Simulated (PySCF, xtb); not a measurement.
C3H6OSi, SMILES [SiH3][C@@H]1C=CO1.

GFN2-xTB in xtb 6.7.1 at its own geometry gives an orbital gap of 4.73 eV and a dipole moment of 1.28 D.

Coordinates come from a B3LYP-D3(BJ)/def2-SVP optimisation. The structure was generated by enumeration; whether it is a known compound was not checked.

**Question.** What does PySCF with PBE/def2-TZVP give? (An estimate is asked for; the answer gives what the named calculation found.)

**Answer.** gap 4.83 eV (levels -5.54 and -0.70 eV), dipole 1.05 D.
